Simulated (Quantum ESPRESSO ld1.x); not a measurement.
Task: All-electron atom: Cu II in [Ar] 3d8.5 4s1.5 (fractional occupations, a model configuration). All-electron calculation, scalar-relativistic Kohn-Sham, LDA (Slater exchange, Perdew-Wang correlation), spin-polarised, spherical densities, point nucleus; open shells are filled with parallel spins first. Program: ld1.x of Quantum ESPRESSO 7.5. Some entries of the table are withheld. Estimate them.

| orbital | occ. | eigenvalue (eV) | r(max) (bohr) |
|---|---|---|---|
| 1s up | 1 | -8851.560 | 0.03417 |
| 1s down | 1 | -8851.516 | 0.03417 |
| 2s up | 1 | -1079.832 | 0.1970 |
| 2s down | 1 | -1078.849 | 0.1970 |
| 2p up | 3 | -935.673 | 0.1582 |
| 2p down | 3 | -934.912 | 0.1582 |
| 3s up | 1 | -133.135 | 0.6126 |
| 3s down | 1 | -131.381 | 0.6129 |
| 3p up | 3 | -90.803 | 0.6171 |
| 3p down | 3 | -89.083 | 0.6176 |
| 3d up | 5 | -22.956 | (1) |
| 3d down | 3.5 | -21.321 | (2) |
| 4s up | 1 | (3) | 1.992 |
| 4s down | 0.5 | (4) | 2.012 |

Result: 
(1) 3d up r(max) (bohr): 0.5886
(2) 3d down r(max) (bohr): 0.5909
(3) 4s up eigenvalue (eV): -15.183
(4) 4s down eigenvalue (eV): -14.391
